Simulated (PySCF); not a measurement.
ClF3H3NTi, multiplicity 1. Atoms are numbered in the order given.

```xyz
9

Ti     0.1672    -0.3384     0.0000
F     -0.3263    -1.1071     1.4957
F      1.8465    -0.8150     0.0000
F     -0.3263    -1.1071    -1.4957
Cl     0.4359     1.8820     0.0000
N     -2.0759     0.2427     0.0000
H     -2.3135     0.7995     0.8229
H     -2.6754    -0.5855     0.0000
H     -2.3135     0.7995    -0.8229
```
Charge 0, spin multiplicity 1.

Geometry: B3LYP-D3(BJ)/def2-SVP. The spin state was assumed, not searched.

These are PBE/def2-TZVP in PySCF values and carry that method's errors.

Symmetry labels are those of the subgroup Cs that the program uses (full group Cs).

Computed valence orbital energies around the gap with their symmetry:
```csv
orbital,symmetry,energy (eV)
HOMO−7,A',-10.39
HOMO−6,A",-9.94
HOMO−5,A',-9.90
HOMO−4,A",-9.41
HOMO−3,A',-9.07
HOMO−2,A',-8.53
HOMO−1,A",-7.94
HOMO,A',-7.64
LUMO,A',-3.66
LUMO+1,A",-3.46
LUMO+2,A',-2.76
LUMO+3,A",-2.41
```
